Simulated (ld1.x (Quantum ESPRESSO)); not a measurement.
## Which change was made? (C, RRKJ)

```
Element                 : C (Z = 6)
Generator               : ld1.x (Quantum ESPRESSO) 7.5
Type                    : norm-conserving RRKJ (Kleinman–Bylander form)
Functional              : PBEsol
Relativity              : scalar-relativistic
Frozen core             : [He]
Valence charge          : 4
Reference configuration : 2s2 2p2
Partial waves           : 2s (bound): rc 1.25 bohr; 2p (bound): rc 2.90 bohr
Local potential         : all-electron potential smoothed inside 1.00 bohr (lloc = -1)
Core correction         : none
rho0                    : 0.01
```

Cutoffs, loose and tight: the cutoffs (Ry, on a coarse ladder) from which the occupation-weighted sum of valence levels, in a spherical-Bessel basis at the reference potential, stays within 10 and 1 mRy of its value at 400 Ry. They do not see the model core or the augmentation charge, which bear on the density cutoff. Test errors are all-electron minus pseudo excitation energies from the reference, over the configurations 2s2 2p1; 2s2 2p0; 2s1 2p0; 2s1 2p3; 2s1 2p2; 2s0 2p4; 2s2 2p2.3; variants that change the core or the reference have their own tests.

The base gives: outcome: generated; cutoff, loose: 45 Ry; cutoff, tight: 60 Ry; bound ghosts: none; largest test error (meV): +2442.

Task: After one change the result is: outcome: generated; cutoff, loose: 50 Ry; cutoff, tight: 70 Ry; bound ghosts: none; largest test error (meV): +1338. Which change was it?
A. reference 2s2 2p1
B. local potential the p channel
C. all radii scaled by about 0.72 (s 0.90, p 2.08 bohr); local potential all-electron potential smoothed inside 0.72 bohr (lloc = -1)
D. type TM; local potential the s channel; rho0 0

Result: A. The others give: all radii scaled by about 0.72 (s 0.90, p 2.08 bohr); local potential all-electron potential smoothed inside 0.72 bohr (lloc = -1) → outcome: generated; cutoff, loose: 60 Ry; cutoff, tight: 180 Ry; bound ghosts: none; largest test error (meV): +799 | type TM; local potential the s channel; rho0 0 → outcome: generated; cutoff, loose: 35 Ry; cutoff, tight: 80 Ry; bound ghosts: none; largest test error (meV): +1836 | local potential the p channel → outcome: generated; cutoff, loose: 50 Ry; cutoff, tight: 60 Ry; bound ghosts: none; largest test error (meV): +1807.
